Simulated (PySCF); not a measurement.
Choosing a molecule for a target property.

Species are written as SMILES; each is one conformer at its optimised geometry, gas phase, non-relativistic unless stated; the electronic structure was computed with PySCF and density fitting.

The conformers computed, where there is a choice (atom-mapped SMILES and torsion angles):
- `[CH3:1][O:2][C:3](=[O:4])[P:5]=[C:6]=[O:7]`: C1–O2–C3–O4 0°, O2–C3–P5–C6 180°
- `[O:1]=[CH:2][c:3]1[cH:4][cH:5][cH:6][cH:7][n:8]1`: O1–C2–C3–C4 0°
- `[CH3:1][CH:2]([CH3:3])[P@H+:4]([CH3:5])[PH2:6]`: C1–C2–P4–C5 -55°, H–P6–P4–C2 66°, H–P6–P4–C2 159°
- `[CH:1]#[C:2][CH2:3][NH:4][C:5](=[O:6])[C:7]#[CH:8]`: C2–C3–N4–C5 -120°, C3–N4–C5–O6 -4°

Problem. Wanted: HOMO energy below -7.2 eV (B3LYP/def2-SVPD) and smallest rotational constant below 1.1 GHz (GFN2-xTB), at GFN2-xTB geometries. Which candidate meets both?
A. `CC(C)[P@H+](C)P`
B. `COC(=O)P=C=O`
C. `C#CCNC(=O)C#C`
D. `O=Cc1ccccn1`

Solution. C. Computed values:
| species | HOMO energy | smallest rotational constant |
| --- | --- | --- |
| CC(C)[P@H+](C)P | -12.60 eV | 1.121 GHz |
| C#CCNC(=O)C#C | -7.61 eV | 0.943 GHz |
| O=Cc1ccccn1 | -7.36 eV | 1.255 GHz |
| COC(=O)P=C=O | -7.02 eV | 1.051 GHz |

Problem. Wanted: lowest singlet excitation between 3.2 eV and 6 eV (TDDFT B3LYP/def2-SVPD) and static isotropic polarisability below 80 au (B3LYP/def2-SVPD), at GFN2-xTB geometries. Which candidate meets both?
A. `CC(C)[P@H+](C)P`
B. `O=Cc1ccccn1`
C. `C#CCNC(=O)C#C`
D. `COC(=O)P=C=O`

Solution. B. Computed values:
```
        species  lowest singlet excitation  static isotropic polarisability
   COC(=O)P=C=O                    3.01 eV                          74.4 au
    O=Cc1ccccn1                    3.46 eV                          78.5 au
  C#CCNC(=O)C#C                    4.86 eV                          80.7 au
CC(C)[P@H+](C)P                    6.76 eV                          93.5 au
```

Problem. Wanted: electronic spatial extent ⟨r²⟩ about the centre of nuclear charge above 1140 bohr² (B3LYP/def2-SVPD) and lowest triplet excitation (Tamm–Dancoff) above 2.8 eV (TDA B3LYP/def2-SVPD), at GFN2-xTB geometries. Which candidate meets both?
A. `C#CCNC(=O)C#C`
B. `COC(=O)P=C=O`
C. `O=Cc1ccccn1`
D. `CC(C)[P@H+](C)P`

Solution. A. Computed values:
```csv
species,electronic spatial extent ⟨r²⟩ about the centre of nuclear charge,lowest triplet excitation (Tamm–Dancoff)
O=Cc1ccccn1,894 bohr²,2.98 eV
COC(=O)P=C=O,1025 bohr²,2.67 eV
CC(C)[P@H+](C)P,1092 bohr²,5.43 eV
C#CCNC(=O)C#C,1183 bohr²,4.45 eV
```
